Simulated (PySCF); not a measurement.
A GIAO shielding run with PySCF 2.14 (density fitting, non-relativistic, gas phase) on SMILES CO[SiH2]OCC1CCCC1, C7H16O2Si:

```
$ OMP_NUM_THREADS=1 python probes_run.py task.json out

{"job": {"kind": "nmr", "xc": "B3LYP", "basis": "pcSseg-1", "pop": false}, "charge": 0, "multiplicity": 1}
C      3.395480     0.951813    -0.537590
O      3.670134    -0.248992     0.128461
Si     2.588310    -1.477323     0.344761
O      1.276932    -0.931149     1.197166
C     -0.081326    -1.207203     0.985161
C     -0.901991     0.071047     0.946877
C     -2.414944    -0.243945     0.865839
C     -2.962341     0.626041    -0.267938
C     -1.784074     0.723239    -1.231666
C     -0.597231     0.937806    -0.294217
H      2.722432     1.598569     0.051461
H      4.340462     1.492897    -0.697265
H      2.929403     0.783687    -1.526950
H      2.077450    -1.989649    -0.968986
H      3.338751    -2.514688     1.095277
H     -0.450200    -1.856995     1.799702
H     -0.232334    -1.764344     0.037326
H     -0.663684     0.627802     1.866775
H     -2.932333    -0.080433     1.822648
H     -2.558962    -1.309295     0.612174
H     -3.210960     1.632160     0.111243
H     -3.876570     0.216685    -0.724253
H     -1.892376     1.515988    -1.987532
H     -1.671071    -0.230388    -1.776911
H     -0.540242     2.000194    -0.007486
H      0.372299     0.686290    -0.750352
```

Hardware: 1 thread of an Intel Xeon 6975P-C, shared host. The job also computes ring-centre shieldings.

**Question.** How large is the calculation?

**Answer.** 88 electrons, 257 basis functions and 1352 auxiliary functions.

**Question.** How long does it take, and how much memory does it need?

**Answer.** 45 s of wall time, with 14 SCF cycles and 4 response iterations; peak memory 1.3 GiB. Times on a shared host scatter by some tens of per cent.

**Question.** And these other runs on the same molecule and hardware: GIAO shielding at PBE0/pcSseg-1?

**Answer.** PBE0/pcSseg-1: 257 functions, 49 s.
